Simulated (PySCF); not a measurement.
Input of a run (PBE0-D3(BJ)/def2-SVP geometry optimisation, gas phase (PySCF 2.14.0)), started from GFN2-xTB:
```
{"job": {"xc": "PBE0", "basis": "def2-SVP", "d3": "d3bj", "grid": 1, "kind": "geom"}, "charge": -1, "multiplicity": 1}
C     -3.059307     0.302502     0.210486
O     -2.178333    -0.647076    -0.321161
C     -0.834509    -0.394646    -0.203647
C     -0.267731     0.694511     0.382204
C      1.141405     0.797934     0.417934
C      1.905515    -0.182572    -0.128798
C      3.510060    -0.086773    -0.102110
O      3.902953     0.940990     0.451127
O      4.108685    -1.019013    -0.619455
O      1.343736    -1.254773    -0.705664
C      0.002412    -1.441868    -0.787524
O     -0.426568    -2.442860    -1.327520
H     -2.921007     0.422537     1.292030
H     -4.061334    -0.078511     0.015935
H     -2.942709     1.279559    -0.274306
H     -0.866147     1.481946     0.820200
H      1.635881     1.640142     0.870357
```

Output (energies in Eh, forces in Eh/bohr):
```
step   0  E = -644.74419334  max force = 0.025682
step   1  E = -644.74610642  max force = 0.015872
step   2  E = -644.74703464  max force = 0.005064
step   3  E = -644.74697859  max force = 0.003074
step   4  E = -644.74712386  max force = 0.002129
step   5  E = -644.74715620  max force = 0.001076
step   6  E = -644.74717211  max force = 0.000451
step   7  E = -644.74717037  max force = 0.000403
optimisation converged
```

Q: Summarise the run.

A: The energy falls by 7.8 kJ/mol over 8 energy and gradient evaluations, the largest force component goes from 0.0257 to 4.0e-04 Eh/bohr, and the atoms move by 0.034 Å rms after alignment. The bond that changes most is C6–C7 (unsaturated ring carbon to carboxylate carbon), which shortens by 0.053 Å. Bonds longer at the end by more than 0.005 Å: 11 of 17; shorter: 4. Among the angles that change most is C5–C6–C7, from 120.8° to 123.4°. The energy rose by more than 1e-6 Eh at steps 3 and 7. The first step brought 64 % of the lowering.

Q: What are the final bond lengths?

A: C1–O2 1.389 Å, O2–C3 1.354 Å, C3–C4 1.366 Å, C4–C5 1.423 Å, C5–C6 1.359 Å, C6–C7 1.555 Å, C7=O8 1.245 Å, C7–O9 1.234 Å, C6–O10 1.351 Å, O10–C11 1.363 Å, C11=O12 1.207 Å, C3–C11 1.464 Å, C1–H13 1.107 Å, C1–H14 1.099 Å, C1–H15 1.107 Å, C4–H16 1.093 Å, C5–H17 1.089 Å. Numbering counts from 1 in the input's order; the species is `COc1ccc(C(=O)[O-])oc1=O`.

The run used 193 basis functions and 63 SCF cycles in all.

PBE0-D3(BJ)/def2-SVP frequencies: not computed here. The geometry's basis has no diffuse functions, a weakness for an anion.

Shape of the structure used: `[CH3:1][O:2][c:3]1[cH:4][cH:5][c:6]([C:7](=[O:8])[O-:9])[o:10][c:11]1=[O:12]`: C1–O2–C3–C4 1°, C5–C6–C7–O8 0°.

One conformer stands for the species.
